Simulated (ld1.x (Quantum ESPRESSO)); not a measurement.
## u(r) = r·R(r): atom against pseudo-atom (zirconium)

Columns: radius, all-electron u(r) and pseudo u(r) of the 5s shell (level -5.75 eV) of zirconium in the configuration [Kr] 4d2 5s1.75 5p0; PBE, scalar-relativistic, TM scheme, ld1.x (Quantum ESPRESSO) 7.5.

| r (bohr) | all-electron | pseudo |
| --- | --- | --- |
| 0.163 | -0.0515 | 0.0146 |
| 0.325 | 0.1699 | 0.0298 |
| 0.488 | 0.0591 | 0.0462 |
| 0.650 | -0.1362 | 0.0645 |
| 0.813 | -0.2567 | 0.0855 |
| 0.975 | -0.2770 | 0.1098 |
| 1.138 | -0.2210 | 0.1386 |
| 1.300 | -0.1211 | 0.1723 |
| 1.463 | -0.0022 | 0.2119 |
| 1.625 | 0.1169 | 0.2573 |
| 1.788 | 0.2274 | 0.3083 |
| 1.950 | 0.3229 | 0.3628 |
| 2.113 | 0.4029 | 0.4185 |
| 2.275 | 0.4664 | 0.4707 |
| 2.438 | 0.5153 | 0.5159 |
| 2.600 | 0.5506 | 0.5507 |
| 2.763 | 0.5745 | 0.5745 |
| 2.925 | 0.5882 | 0.5882 |
| 3.088 | 0.5933 | 0.5933 |
| 3.250 | 0.5911 | 0.5911 |
| 3.413 | 0.5828 | 0.5828 |
| 3.575 | 0.5698 | 0.5698 |
| 3.738 | 0.5526 | 0.5526 |
| 3.900 | 0.5326 | 0.5326 |
| 4.063 | 0.5102 | 0.5102 |
| 4.225 | 0.4864 | 0.4864 |

Problem. How many radial nodes do the two functions have?

Solution. The all-electron 5s function has n − l − 1 = 4 (the table is too coarse to show those close to the nucleus); the pseudo-wave has 0, since the states of the same l below it are removed with the core.

Problem. At about which radius was the pseudo-wave matched?

Solution. 2.75 bohr, where the columns begin to agree (steps of 0.16 bohr).

Problem. Is the pseudo-wave norm-conserving?

Solution. Yes: the TM scheme keeps the norm inside the radius equal to the all-electron one, which fixes the energy derivative of the logarithmic derivative at the level.
